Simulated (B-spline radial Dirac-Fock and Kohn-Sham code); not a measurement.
**Core and valence levels of Sm**

System: the free samarium atom in the configuration 1s2 2s2 2p6 3s2 3p6 3d10 4s2 4p6 4d10 4f6 5s2 5p6 6s2; nuclear rms radius 5.0819 fm (A = 152).

The run's input, task.json:

```json
{"items": [{
  "Z": 62,
  "q": 0,
  "cfg": [[1, 0, 2], [2, 0, 2], [2, 1, 6], [3, 0, 2], [3, 1, 6], [3, 2, 10], [4, 0, 2], [4, 1, 6], [4, 2, 10], [4, 3, 6], [5, 0, 2], [5, 1, 6], [6, 0, 2]],
  "A": 152,
  "rrms": 5.0819,
  "do": ["binding"],
  "screen": [5, 2]
}]}
```

Launch: `python xray_run.py task.json out`

Level of theory: Dirac-Fock (average of configuration) total-energy differences with a finite nucleus, the Breit interaction including its frequency dependence, and self-energy and vacuum-polarisation corrections; an atomic code on a B-spline grid. Correlation energy is missing from these numbers. Energies are counted from the vacuum level.

All terms are in eV, carry their sign (relaxation lowers the binding energy) and add up to the binding energy; ⟨r⟩ is the mean radius of the orbital in the initial state.

| subshell | −ε (Koopmans) | relaxation | Breit | self-energy | vacuum polarisation | binding energy | ⟨r⟩ (bohr) |
| --- | --- | --- | --- | --- | --- | --- | --- |
| K | 47108.4 | -77.78 | -128.14 | -78.58 | 12.47 | 46836.4 | 0.023 |
| L1 | 7812.6 | -44.95 | -13.20 | -10.41 | 1.54 | 7745.6 | 0.096 |
| L2 | 7386.3 | -48.90 | -21.98 | 0.39 | 0.00 | 7315.8 | 0.081 |
| L3 | 6781.7 | -46.95 | -14.07 | -0.52 | -0.07 | 6720.1 | 0.087 |
| M1 | 1760.9 | -24.25 | -2.18 | -2.27 | 0.32 | 1732.5 | 0.254 |
| M2 | 1577.1 | -24.95 | -3.79 | 0.06 | 0.00 | 1548.4 | 0.244 |
| M3 | 1452.0 | -24.07 | -2.21 | -0.11 | -0.02 | 1425.6 | 0.256 |
| M4 | 1137.5 | -26.06 | -1.46 | 0.20 | -0.02 | 1110.1 | 0.228 |
| M5 | 1110.7 | -25.72 | -0.84 | 0.12 | -0.02 | 1084.2 | 0.232 |
| N1 | 372.1 | -10.71 | -0.41 | -0.51 | 0.07 | 360.6 | 0.579 |
| N2 | 299.6 | -10.41 | -0.72 | 0.03 | 0.00 | 288.5 | 0.595 |
| N3 | 272.0 | -9.82 | -0.37 | -0.01 | -0.01 | 261.8 | 0.622 |
| N4 | 151.3 | -9.09 | -0.16 | 0.05 | -0.01 | 142.1 | 0.667 |
| N5 | 146.2 | -8.88 | -0.04 | 0.04 | -0.01 | 137.4 | 0.677 |
| N6,7 | 11.24 | -6.00 | 0.10 | 0.03 | 0.00 | 5.37 | 0.960 |
| O1 | 53.74 | -2.42 | -0.05 | -0.07 | 0.01 | 51.21 | 1.435 |
| O2 | 31.84 | -2.19 | -0.08 | 0.01 | 0.00 | 29.59 | 1.615 |
| O3 | 28.08 | -1.99 | -0.03 | 0.01 | 0.00 | 26.06 | 1.709 |
| P1 | 4.86 | -0.18 | 0.00 | 0.00 | 0.00 | 4.68 | 4.645 |

For the deepest level, K (1s), the Breit terms make up -0.274 % of the binding energy, QED -0.141 % and orbital relaxation -0.166 %.

Going to the tabulated ground configuration of the next ion removes an electron from P1 (6s), computed at 4.68 eV. NIST lists 5.643722 eV as the ionisation energy of this species (measured), +0.96 eV from the computed value. Where a p, d or f shell is open in either ion the computed value averages over both j values and all terms, while the table refers to the lowest levels; that difference holds spin-orbit splitting (largest in heavy or highly charged ions), term energies where several electrons share open shells, and correlation, and it can reach 10 % or more.
